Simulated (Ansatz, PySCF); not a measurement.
Cd(Me) (CH3Cd), SMILES [Cd+][CH3], charge +1.

Geometry optimised at B3LYP-D3(BJ)/def2-TZVP. The spin state was assumed, not searched. The isomer is the one that the SMILES or the coordinates give; other isomers of the formula were not compared. The def2 effective core potentials stand for the cores of Cd; spin–orbit coupling is left out.

Vertical ionisation energy (IE) and electron affinity (EA) in eV. Rows of orbital energies are one-electron estimates. Where ΔSCF, EOM or ADC give a negative EA the extra electron is unbound and the value depends on the basis.

| level | IE | EA |
|---|---|---|
| −ε(HOMO), −ε(LUMO), CAM-B3LYP/def2-TZVPD (PySCF) | … | … |
| −ε(HOMO), −ε(LUMO), r2SCAN/def2-TZVPD (PySCF) | 13.33 | 9.70 |
| −ε(HOMO), −ε(LUMO), PBE/def2-TZVPD (PySCF) | 13.30 | 9.95 |
| ΔSCF, ωB97X-V/def2-TZVPD (Ansatz), final states of multiplicity 2 and 2 | 16.15 | 6.93 |
| ΔSCF, PBE/def2-TZVPD (Ansatz), final states of multiplicity 2 and 2 | 16.75 | 6.96 |

Task: What belongs in the gaps? (An estimate is asked for; the answer gives what the named calculation found.)

Result: 
- −ε(HOMO), −ε(LUMO), CAM-B3LYP/def2-TZVPD (PySCF), IE: 15.26
- −ε(HOMO), −ε(LUMO), CAM-B3LYP/def2-TZVPD (PySCF), EA: 8.18

Task: What vertical singlet–triplet gap does ΔSCF give with ωB97X-V/def2-TZVPD (Ansatz, an electronic-structure program) and with PBE/def2-TZVPD (Ansatz)? (Estimate from the structure and the level; the computed values follow.)

Result: 2.48 and 2.79 eV (triplet above singlet where positive).
